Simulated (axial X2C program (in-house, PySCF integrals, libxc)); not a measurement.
# Testing model relations on InH⁺

A bond curve at the CCSD(T) level, two-component, was computed with an in-house relativistic program for diatomic molecules (basis In dyall-cv3z [11s12p9d4f1g], H dyall-v3z [6s2p1d] (cores contracted in-house)) for the state Ω = 1/2 (⟨Sz⟩ = 0.50, ⟨Lz⟩ = 0.00 at HF). Its fit gives Re = 1.8411 Å, ωe = 1073.1 cm⁻¹, ωexe = 165 cm⁻¹ and αe = 5.593e-01 cm⁻¹; the masses are 114.9039 and 1.0078 u. Two-component means X2C with spin–orbit coupling and atomic mean-field Coulomb and Gaunt terms.

Correlated methods: 13 electrons correlated (number of frozen shells: In 4 s, 3 p, 1 d; H none), 193 virtual spin orbitals or spinors in MP2, 90 natural virtuals in coupled cluster.

Find the reduced mass, Be and the force constant.

From the CCSD(T) values: μ = 0.9990 u. Be = 16.8576/(μ Re²) = 4.978 cm⁻¹. k = 5.8918×10⁻⁷ μ ωe² = 0.678 mdyn/Å.

Estimate De from a Morse curve and compare with the computed well depth of 0.205 eV to In+ + H.

De(Morse) = ωe²/(4ωexe) = 0.216 eV against 0.205 eV computed, a ratio of 1.05. For De the Morse form works well here.

A Morse curve ties αe to the other constants (Pekeris). How well does that hold?

αe(Morse) = 6Be²/ωe × (√(ωexe/Be) − 1) = 6.591e-01 cm⁻¹; the CCSD(T) curve gives 5.593e-01 cm⁻¹, a ratio of 1.18.

Estimate the centrifugal constant by the Kratzer relation.

D = 4Be³/ωe² = 4.29e-04 cm⁻¹.

Scale the constants to the deuteride (D 2.0141 u) within the Born–Oppenheimer picture.

ρ = √(μH/μD) = 0.7104; ωe = 762.4, ωexe = 83.3, Be = 2.513 cm⁻¹; the zero-point energy falls by 135 cm⁻¹.

The state is a single determinant with fixed occupations, the lowest that a limited PBE0 search found. De is counted from the lowest determinant-based energies of the atoms at the same level, without counterpoise correction. Coupled cluster ran in a truncated set of natural virtual spinors; the MP2 energy of the rest was added. (T) has no such correction and the atoms are truncated less, which lowers De at CCSD(T) by a hundredth of an eV or more. The bond is weak, and without diffuse functions and with truncated virtuals even CCSD(T) can be tens of per cent off in De.
